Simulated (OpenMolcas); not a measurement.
An OpenMolcas run meant for Pm4+ (ANO-RCC-VQZP, DKH4; inactive shells 1s 2s 2p 3s 3p 3d 4s 4p 4d 5s 5p; intended active space 3 electrons in 7 orbitals (4f)). One step of its input:

```
&CASPT2
Multistate=21 1 2 3 4 5 6 7 8 9 10 11 12 13 14 15 16 17 18 19 20 21
Frozen=14 9
IPEA=-0.1
Imaginary=0.1
MaxIter=60
WThr=0.0 0.3 0.05
PrWF=0.5
NoMix
```

The run finished. Its levels beside those of a sound run (SS-CASPT2, IPEA 0.25 Eh, imaginary shift 0.1 Eh (closed shells correlated: 5s 5p)), in cm-1 above each run's lowest level:

```json
{"Level": "4f3 4I* 9/2", "This run": "0.0", "Usual run": "0.0"}
{"Level": "4f3 4I* 11/2", "This run": "2625", "Usual run": "2609"}
{"Level": "4f3 4I* 13/2", "This run": "5395", "Usual run": "5374"}
{"Level": "4f3 4I* 15/2", "This run": "8217", "Usual run": "8200"}
{"Level": "4f3 2H* 9/2 [71 %]", "This run": "15355", "Usual run": "15922"}
{"Level": "4f3 4F* 3/2", "This run": "15733", "Usual run": "16045"}
{"Level": "4f3 4F* 5/2", "This run": "16744", "Usual run": "17056"}
{"Level": "4f3 4F* 7/2", "This run": "17665", "Usual run": "18012"}
{"Level": "4f3 4S* 3/2", "This run": "18000", "Usual run": "18422"}
{"Level": "4f3 4F* 9/2", "This run": "19118", "Usual run": "19495"}
```

Question: Which setting is unsound, and how much does it matter here?

Answer: The IPEA shift is negative. Against the sound run the excited levels shown move by 270 cm-1 on average and by 570 cm-1 at most.

CASPT2 does not keep the components of a term degenerate, so their means are used; among the terms shown or strongly mixed into the levels shown the widest spread is 500 cm-1 (4f3 4I*, this run). High states are left out of the spin-orbit mixing, which shifts the levels that they would mix with. The CASPT2 spread within a term exceeds the gap to the next term for 4f3 4S* and 4f3 4F*, 4f3 4F* and 4f3 2H*, so the order of their levels is uncertain, and so are names and mixing where such terms share a J (holds for this run). Levels of configurations outside the active space are missing.

A share in square brackets marks a mixed level and gives the weight of the term that names it, the lowest over the columns. * marks odd parity.
